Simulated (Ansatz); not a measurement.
The cluster Os₄⁺, relaxed as a doublet with UKS PBE-D4/def2-SVP in Ansatz, starting from the GFN2-xTB geometry. Force threshold 0.02 eV/Å.

In the def2 sets Os takes a core potential; there is no spin–orbit coupling. The charge 1 doublet is spin-contaminated (final ⟨S²⟩ up to 1.86, 0.75 for a pure state). The relaxation made no stability test and no search for a lower SCF solution. The structure comes from a short search, and lower isomers may exist.

Start:

```xyz
4

Os    0.655    1.509    0.074
Os   -1.222    0.474    0.994
Os   -0.656   -1.508   -0.076
Os    1.224   -0.475   -0.991
```

| step | energy (eV) | largest force component (eV/Å) | SCF passes |
| --- | --- | --- | --- |
| 1 | -9868.2298 | 1.454 | 103 |
| 2 | -9868.2621 | 1.607 | 52 |
| 3 | -9868.3695 | 0.097 | 54 |
| 4 | -9868.3695 | 0.103 | 44 |
| 5 (rejected) | -9868.3651 | 0.232 | 56 |
| 6 (rejected) | -9868.3682 | 0.209 | 52 |
| 7 | -9868.3705 | 0.017 | 44 |
| 8 | -9868.3705 | 0.002 | 44 |

Force components are those of the run's own axes.

End:

```xyz
4

Os    0.644    1.469    0.069
Os   -1.196    0.457    0.968
Os   -0.646   -1.471   -0.068
Os    1.199   -0.456   -0.970
```

By distances, no bond broke or formed. The bond that changes most is Os1–Os3, from 3.29 to 3.21 Å (atoms count from 1).

The force fell under the threshold at step 7, but the optimiser went on. No frequencies were taken in this run, so the end may be a saddle point.

Hardware: 4 threads of Arm Neoverse V1 on a shared host. Wall time 34 s.
